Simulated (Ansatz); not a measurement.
A short molecular-dynamics run on Al$_{2}$F$_{2}$H$_{4}$S$_{2}$ (`[F][Al@H-]1[SH+][Al@@H-]([F])[SH+]1`).

```yaml
crystal:
  periodic: [false, false, false]
  atoms:
    - {symbol: F, position_ang: [0.965787, -0.758741, -2.304153]}
    - {symbol: Al, position_ang: [1.378230, -0.416140, -0.735823]}
    - {symbol: S, position_ang: [-0.111496, -1.663705, 0.603659]}
    - {symbol: Al, position_ang: [-0.925438, 0.463099, 1.223552]}
    - {symbol: F, position_ang: [-2.463776, 0.550278, 0.612753]}
    - {symbol: S, position_ang: [0.425516, 1.692344, -0.270867]}
    - {symbol: H, position_ang: [2.840473, -0.503265, -0.171198]}
    - {symbol: H, position_ang: [-1.006670, -1.779794, -0.396611]}
    - {symbol: H, position_ang: [-0.549659, 0.790804, 2.712161]}
    - {symbol: H, position_ang: [-0.469968, 1.573920, -1.270573]}
basis:
  gaussian: {orbitals: def2-SVP}
hamiltonian: {xc: {name: r2SCAN}, dispersion: d3bjatm}
md: {timestep: 0.5 fs, n_steps: 20, ensemble: nve, temperature: 500, initial_velocities: maxwell_boltzmann, seed: 104}
```

```sh
$ ansatz run in.yaml --threads 4 --pin off --events-out ev --progress --plain --max-ram 10444MiB
```

```tsv
step	time (fs)	potential energy (eV)	kinetic (eV)	T (K)	conserved (eV)
0	0.0	-40351.0665	0.5170	500	-40350.5494
1	0.5	-40351.0460	0.4967	480	-40350.5493
2	1.0	-40351.0119	0.4629	448	-40350.5490
3	1.5	-40350.9695	0.4210	407	-40350.5485
4	2.0	-40350.9262	0.3781	366	-40350.5481
5	2.5	-40350.8890	0.3412	330	-40350.5478
6	3.0	-40350.8629	0.3153	305	-40350.5477
7	3.5	-40350.8493	0.3014	291	-40350.5478
8	4.0	-40350.8456	0.2975	288	-40350.5481
9	4.5	-40350.8473	0.2988	289	-40350.5485
10	5.0	-40350.8492	0.3005	291	-40350.5487
11	5.5	-40350.8471	0.2983	288	-40350.5488
12	6.0	-40350.8390	0.2902	281	-40350.5488
13	6.5	-40350.8247	0.2759	267	-40350.5487
14	7.0	-40350.8056	0.2570	249	-40350.5485
15	7.5	-40350.7844	0.2360	228	-40350.5483
16	8.0	-40350.7640	0.2158	209	-40350.5482
17	8.5	-40350.7473	0.1993	193	-40350.5480
18	9.0	-40350.7365	0.1886	182	-40350.5479
19	9.5	-40350.7330	0.1851	179	-40350.5479
20	10.0	-40350.7368	0.1889	183	-40350.5480
```

Velocities are drawn at the set temperature; a run this short doesn't reach equilibrium.

Frames (Å, forces in eV/Å):

```xyz
10
time=0.0 fs
F     0.966   -0.759   -2.304   -0.150   -0.098   -0.468
Al    1.378   -0.416   -0.736    0.305    0.051    0.386
S    -0.111   -1.664    0.604    0.102   -0.116    0.173
Al   -0.925    0.463    1.224    0.351    0.034    0.347
F    -2.464    0.550    0.613   -0.455    0.019   -0.208
S     0.426    1.692   -0.271    0.146    0.150    0.103
H     2.840   -0.503   -0.171    0.037   -0.006   -0.002
H    -1.007   -1.780   -0.397   -0.171   -0.059   -0.174
H    -0.550    0.791    2.712   -0.007    0.010    0.035
H    -0.470    1.574   -1.271   -0.159    0.016   -0.194
10
time=0.5 fs
F     0.967   -0.757   -2.300   -0.208   -0.147   -0.660
Al    1.378   -0.418   -0.737    0.174    0.140    0.484
S    -0.110   -1.663    0.602    0.213   -0.118    0.328
Al   -0.928    0.462    1.224    0.473    0.030    0.257
F    -2.461    0.553    0.615   -0.614    0.017   -0.276
S     0.424    1.691   -0.272    0.438    0.173    0.441
H     2.827   -0.501   -0.181    0.250   -0.022    0.085
H    -0.994   -1.779   -0.399   -0.305   -0.078   -0.311
H    -0.559    0.800    2.701    0.037    0.024    0.182
H    -0.461    1.573   -1.259   -0.457   -0.019   -0.530
10
time=1.0 fs
F     0.969   -0.755   -2.296   -0.267   -0.196   -0.854
Al    1.377   -0.420   -0.738    0.038    0.228    0.582
S    -0.109   -1.662    0.600    0.306   -0.121    0.466
Al   -0.930    0.461    1.224    0.595    0.024    0.168
F    -2.458    0.556    0.617   -0.774    0.015   -0.344
S     0.423    1.690   -0.274    0.721    0.197    0.767
H     2.815   -0.500   -0.191    0.467   -0.038    0.172
H    -0.982   -1.779   -0.402   -0.421   -0.094   -0.431
H    -0.568    0.808    2.691    0.079    0.039    0.326
H    -0.453    1.572   -1.249   -0.746   -0.054   -0.854
10
time=1.5 fs
F     0.970   -0.753   -2.291   -0.325   -0.245   -1.049
Al    1.377   -0.423   -0.738   -0.094    0.315    0.683
S    -0.108   -1.662    0.599    0.371   -0.129    0.576
Al   -0.933    0.459    1.225    0.718    0.017    0.086
F    -2.456    0.559    0.619   -0.932    0.015   -0.412
S     0.422    1.690   -0.275    0.966    0.217    1.049
H     2.803   -0.498   -0.201    0.679   -0.053    0.256
H    -0.971   -1.779   -0.407   -0.509   -0.106   -0.521
H    -0.577    0.817    2.681    0.120    0.054    0.464
H    -0.447    1.570   -1.241   -0.995   -0.085   -1.133
10
time=2.0 fs
F     0.971   -0.751   -2.287   -0.383   -0.293   -1.243
Al    1.377   -0.425   -0.739   -0.210    0.399    0.790
S    -0.106   -1.661    0.597    0.401   -0.141    0.648
Al   -0.935    0.458    1.225    0.842    0.011    0.015
F    -2.453    0.562    0.621   -1.088    0.014   -0.478
S     0.421    1.689   -0.277    1.141    0.229    1.253
H     2.794   -0.496   -0.210    0.874   -0.065    0.333
H    -0.961   -1.779   -0.412   -0.561   -0.113   -0.573
H    -0.586    0.826    2.672    0.156    0.068    0.586
H    -0.444    1.569   -1.236   -1.173   -0.109   -1.331
10
time=2.5 fs
F     0.972   -0.750   -2.283   -0.439   -0.340   -1.434
Al    1.376   -0.427   -0.740   -0.299    0.481    0.905
S    -0.105   -1.660    0.596    0.393   -0.160    0.676
Al   -0.937    0.457    1.226    0.967    0.008   -0.037
F    -2.451    0.564    0.623   -1.241    0.015   -0.543
S     0.420    1.688   -0.278    1.220    0.229    1.349
H     2.786   -0.495   -0.218    1.039   -0.076    0.398
H    -0.952   -1.779   -0.419   -0.574   -0.114   -0.579
H    -0.595    0.835    2.665    0.187    0.078    0.687
H    -0.443    1.567   -1.234   -1.254   -0.120   -1.422
10
time=3.0 fs
F     0.974   -0.748   -2.280   -0.494   -0.386   -1.620
Al    1.376   -0.429   -0.740   -0.349    0.558    1.030
S    -0.104   -1.660    0.595    0.346   -0.185    0.657
Al   -0.940    0.456    1.226    1.093    0.009   -0.067
F    -2.449    0.567    0.625   -1.388    0.015   -0.604
S     0.419    1.687   -0.279    1.192    0.216    1.325
H     2.781   -0.493   -0.225    1.162   -0.084    0.446
H    -0.945   -1.779   -0.427   -0.547   -0.108   -0.539
H    -0.602    0.845    2.660    0.211    0.083    0.762
H    -0.445    1.565   -1.236   -1.226   -0.118   -1.391
10
time=3.5 fs
F     0.975   -0.746   -2.276   -0.545   -0.430   -1.800
Al    1.376   -0.431   -0.741   -0.353    0.630    1.166
S    -0.102   -1.659    0.593    0.265   -0.216    0.596
Al   -0.942    0.455    1.227    1.219    0.017   -0.069
F    -2.447    0.570    0.627   -1.529    0.016   -0.663
S     0.418    1.686   -0.280    1.061    0.190    1.186
H     2.778   -0.492   -0.231    1.233   -0.089    0.476
H    -0.939   -1.780   -0.437   -0.486   -0.097   -0.455
H    -0.610    0.854    2.656    0.228    0.080    0.806
H    -0.450    1.562   -1.240   -1.093   -0.102   -1.242
10
time=4.0 fs
F     0.976   -0.745   -2.273   -0.594   -0.471   -1.970
Al    1.375   -0.433   -0.741   -0.305    0.697    1.314
S    -0.101   -1.659    0.592    0.157   -0.252    0.499
Al   -0.944    0.453    1.227    1.343    0.034   -0.043
F    -2.445    0.573    0.629   -1.660    0.017   -0.718
S     0.417    1.685   -0.281    0.845    0.153    0.953
H     2.779   -0.491   -0.236    1.248   -0.091    0.484
H    -0.934   -1.781   -0.447   -0.396   -0.081   -0.335
H    -0.617    0.864    2.654    0.237    0.069    0.815
H    -0.458    1.560   -1.248   -0.875   -0.075   -0.999
10
time=4.5 fs
F     0.977   -0.743   -2.270   -0.638   -0.510   -2.130
Al    1.375   -0.434   -0.742   -0.204    0.758    1.470
S    -0.100   -1.658    0.591    0.031   -0.291    0.377
Al   -0.945    0.452    1.228    1.464    0.059    0.012
F    -2.443    0.576    0.631   -1.782    0.018   -0.767
S     0.417    1.684   -0.282    0.574    0.108    0.659
H     2.782   -0.491   -0.239    1.204   -0.090    0.471
H    -0.931   -1.783   -0.459   -0.288   -0.061   -0.189
H    -0.623    0.874    2.654    0.238    0.050    0.791
H    -0.468    1.557   -1.258   -0.599   -0.040   -0.694
10
time=5.0 fs
F     0.978   -0.741   -2.267   -0.678   -0.546   -2.276
Al    1.374   -0.436   -0.742   -0.053    0.814    1.631
S    -0.098   -1.657    0.589   -0.103   -0.333    0.241
Al   -0.947    0.451    1.228    1.580    0.094    0.092
F    -2.442    0.579    0.632   -1.891    0.018   -0.812
S     0.416    1.684   -0.283    0.279    0.060    0.339
H     2.788   -0.490   -0.242    1.106   -0.088    0.439
H    -0.927   -1.784   -0.471   -0.171   -0.038   -0.030
H    -0.629    0.884    2.656    0.232    0.020    0.736
H    -0.479    1.554   -1.270   -0.299   -0.002   -0.362
10
time=5.5 fs
F     0.978   -0.740   -2.265   -0.714   -0.578   -2.407
Al    1.373   -0.438   -0.742    0.138    0.864    1.792
S    -0.097   -1.657    0.588   -0.235   -0.375    0.104
Al   -0.949    0.450    1.229    1.688    0.138    0.195
F    -2.441    0.581    0.634   -1.987    0.019   -0.850
S     0.415    1.683   -0.284   -0.012    0.013    0.023
H     2.798   -0.490   -0.244    0.960   -0.083    0.392
H    -0.925   -1.786   -0.483   -0.055   -0.015    0.132
H    -0.634    0.894    2.660    0.219   -0.017    0.652
H    -0.491    1.551   -1.282   -0.002    0.036   -0.032
10
time=6.0 fs
F     0.979   -0.739   -2.263   -0.743   -0.606   -2.519
Al    1.373   -0.440   -0.741    0.358    0.908    1.945
S    -0.095   -1.656    0.587   -0.359   -0.416   -0.026
Al   -0.950    0.448    1.229    1.785    0.189    0.313
F    -2.440    0.584    0.635   -2.068    0.019   -0.883
S     0.415    1.682   -0.284   -0.280   -0.030   -0.266
H     2.809   -0.490   -0.244    0.779   -0.078    0.332
H    -0.922   -1.787   -0.494    0.054    0.007    0.285
H    -0.639    0.904    2.665    0.203   -0.061    0.547
H    -0.503    1.548   -1.295    0.272    0.070    0.271
10
time=6.5 fs
F     0.980   -0.737   -2.261   -0.767   -0.629   -2.610
Al    1.372   -0.441   -0.741    0.597    0.947    2.086
S    -0.094   -1.656    0.586   -0.468   -0.455   -0.140
Al   -0.951    0.447    1.230    1.868    0.245    0.441
F    -2.439    0.587    0.636   -2.132    0.018   -0.908
S     0.414    1.681   -0.285   -0.510   -0.069   -0.514
H     2.822   -0.490   -0.244    0.573   -0.072    0.265
H    -0.920   -1.789   -0.505    0.148    0.028    0.422
H    -0.643    0.914    2.672    0.183   -0.111    0.425
H    -0.515    1.546   -1.307    0.509    0.099    0.533
10
time=7.0 fs
F     0.980   -0.736   -2.259   -0.784   -0.647   -2.679
Al    1.372   -0.443   -0.741    0.840    0.980    2.206
S    -0.093   -1.655    0.584   -0.559   -0.492   -0.231
Al   -0.952    0.446    1.230    1.936    0.306    0.571
F    -2.439    0.590    0.638   -2.178    0.016   -0.926
S     0.413    1.680   -0.286   -0.697   -0.100   -0.714
H     2.837   -0.491   -0.243    0.356   -0.066    0.195
H    -0.917   -1.790   -0.515    0.223    0.045    0.537
H    -0.647    0.923    2.680    0.161   -0.165    0.294
H    -0.525    1.543   -1.318    0.702    0.122    0.748
10
time=7.5 fs
F     0.981   -0.735   -2.258   -0.795   -0.660   -2.724
Al    1.372   -0.444   -0.740    1.077    1.007    2.301
S    -0.091   -1.655    0.583   -0.629   -0.524   -0.296
Al   -0.953    0.445    1.231    1.985    0.370    0.698
F    -2.439    0.593    0.639   -2.206    0.013   -0.936
S     0.413    1.680   -0.287   -0.838   -0.125   -0.864
H     2.852   -0.491   -0.242    0.138   -0.060    0.126
H    -0.913   -1.791   -0.524    0.278    0.060    0.624
H    -0.650    0.932    2.688    0.139   -0.219    0.160
H    -0.533    1.541   -1.327    0.850    0.139    0.911
10
time=8.0 fs
F     0.981   -0.734   -2.257   -0.799   -0.668   -2.744
Al    1.371   -0.445   -0.739    1.299    1.029    2.368
S    -0.090   -1.655    0.582   -0.676   -0.552   -0.332
Al   -0.954    0.444    1.232    2.015    0.433    0.816
F    -2.439    0.596    0.640   -2.214    0.009   -0.939
S     0.412    1.679   -0.288   -0.934   -0.144   -0.963
H     2.868   -0.492   -0.240   -0.071   -0.054    0.061
H    -0.909   -1.793   -0.531    0.310    0.070    0.681
H    -0.653    0.941    2.697    0.118   -0.273    0.028
H    -0.540    1.539   -1.334    0.952    0.149    1.024
10
time=8.5 fs
F     0.981   -0.733   -2.257   -0.797   -0.670   -2.737
Al    1.371   -0.446   -0.738    1.500    1.044    2.402
S    -0.089   -1.654    0.581   -0.699   -0.576   -0.337
Al   -0.955    0.443    1.233    2.023    0.495    0.920
F    -2.440    0.599    0.640   -2.203    0.004   -0.935
S     0.411    1.678   -0.289   -0.985   -0.156   -1.012
H     2.883   -0.493   -0.239   -0.265   -0.048    0.002
H    -0.904   -1.794   -0.537    0.319    0.077    0.707
H    -0.656    0.949    2.705    0.099   -0.324   -0.096
H    -0.544    1.538   -1.338    1.008    0.154    1.086
10
time=9.0 fs
F     0.981   -0.732   -2.257   -0.788   -0.667   -2.705
Al    1.371   -0.447   -0.736    1.675    1.055    2.404
S    -0.088   -1.654    0.579   -0.700   -0.594   -0.311
Al   -0.955    0.442    1.233    2.010    0.555    1.008
F    -2.440    0.601    0.641   -2.172   -0.003   -0.923
S     0.410    1.677   -0.290   -0.992   -0.161   -1.013
H     2.898   -0.493   -0.237   -0.440   -0.044   -0.050
H    -0.898   -1.795   -0.540    0.304    0.079    0.700
H    -0.659    0.956    2.714    0.081   -0.371   -0.210
H    -0.545    1.537   -1.340    1.021    0.152    1.100
10
time=9.5 fs
F     0.982   -0.731   -2.257   -0.773   -0.659   -2.646
Al    1.371   -0.448   -0.735    1.821    1.059    2.372
S    -0.087   -1.654    0.578   -0.678   -0.608   -0.253
Al   -0.955    0.441    1.234    1.976    0.610    1.076
F    -2.441    0.604    0.642   -2.123   -0.012   -0.903
S     0.409    1.676   -0.291   -0.955   -0.159   -0.966
H     2.912   -0.494   -0.235   -0.591   -0.039   -0.094
H    -0.892   -1.795   -0.543    0.267    0.076    0.661
H    -0.661    0.963    2.722    0.067   -0.414   -0.311
H    -0.545    1.536   -1.339    0.989    0.145    1.065
10
time=10.0 fs
F     0.981   -0.731   -2.258   -0.751   -0.645   -2.563
Al    1.372   -0.449   -0.733    1.938    1.058    2.307
S    -0.086   -1.654    0.576   -0.635   -0.616   -0.165
Al   -0.955    0.440    1.235    1.920    0.661    1.123
F    -2.443    0.607    0.642   -2.056   -0.022   -0.877
S     0.408    1.675   -0.293   -0.875   -0.151   -0.870
H     2.925   -0.495   -0.234   -0.718   -0.035   -0.129
H    -0.885   -1.796   -0.543    0.209    0.070    0.591
H    -0.663    0.968    2.729    0.056   -0.450   -0.396
H    -0.542    1.536   -1.335    0.912    0.131    0.980
```

Run time 52 s (4 threads of an AMD EPYC 7B13 on a shared host); peak host memory 0.23 GiB.
